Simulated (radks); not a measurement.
Values are calculated unless marked as measured or tabulated.
Problem. Radial electron density D(r) = 4 pi r^2 rho(r) of an atom or ion with 27 electrons. Code: a radial shooting solver on a logarithmic mesh with Libxc functionals. Model: non-relativistic Kohn-Sham, TPSS, spin-unpolarised, spherical densities, point nucleus; meta-GGA in the generalised Kohn-Sham scheme.

| r (bohr) | D(r) (e/bohr) |
|---|---|
| 0.002048 | 3.356 |
| 0.002272 | 4.044 |
| 0.002541 | 4.930 |
| 0.002842 | 5.992 |
| 0.003179 | 7.258 |
| 0.003556 | 8.758 |
| 0.003977 | 10.52 |
| 0.004449 | 12.58 |
| 0.004976 | 14.97 |
| 0.005566 | 17.70 |
| 0.006225 | 20.79 |
| 0.006963 | 24.24 |
| 0.007788 | 28.02 |
| 0.008642 | 31.81 |
| 0.009666 | 36.10 |
| 0.01081 | 40.51 |
| 0.01209 | 44.91 |
| 0.01353 | 49.09 |
| 0.01513 | 52.88 |
| 0.01692 | 56.03 |
| 0.01893 | 58.35 |
| 0.02117 | 59.67 |
| 0.02368 | 59.91 |
| 0.02649 | 59.12 |
| 0.02963 | 57.49 |
| 0.03314 | 55.41 |
| 0.03677 | 53.51 |
| 0.04113 | 52.08 |
| 0.046 | 51.87 |
| 0.05145 | 53.31 |
| 0.05755 | 56.54 |
| 0.06437 | 61.26 |
| 0.072 | 66.72 |
| 0.08053 | 71.77 |
| 0.09007 | 75.17 |
| 0.1007 | 75.85 |
| 0.1127 | 73.37 |
| 0.126 | 68.13 |
| 0.141 | 61.40 |
| 0.1564 | 55.42 |
| 0.175 | 50.96 |
| 0.1957 | 49.62 |
| 0.2189 | 51.26 |
| 0.2448 | 54.44 |
| 0.2739 | 56.92 |
| 0.3063 | 56.53 |
| 0.3426 | 52.10 |
| 0.3832 | 43.96 |
| 0.4286 | 33.63 |
| 0.4794 | 23.11 |
| 0.5363 | 14.11 |
| 0.595 | 7.957 |
| 0.6656 | 3.760 |
| 0.7444 | 1.531 |
| 0.8327 | 0.5283 |
| 0.9314 | 0.1517 |
| 1.042 | 0.03556 |
| 1.165 | 0.006658 |

What is the nuclear charge?

Solution. Z = 48. The innermost maximum, from 1s, lies near 1/Z = 0.0208 bohr (found: 0.0229), and its height grows with Z. The density is that of the cadmium ion Cd21+ in [Ar] 3d9; the configuration itself is not fixed sharply by these data, and Z only to a few units. D(r) has 3 maxima, at r = 0.0229, 0.0976, 0.287 bohr, and minima at 0.0442, 0.194 bohr, inside which lie 2.03, 11.38 electrons.
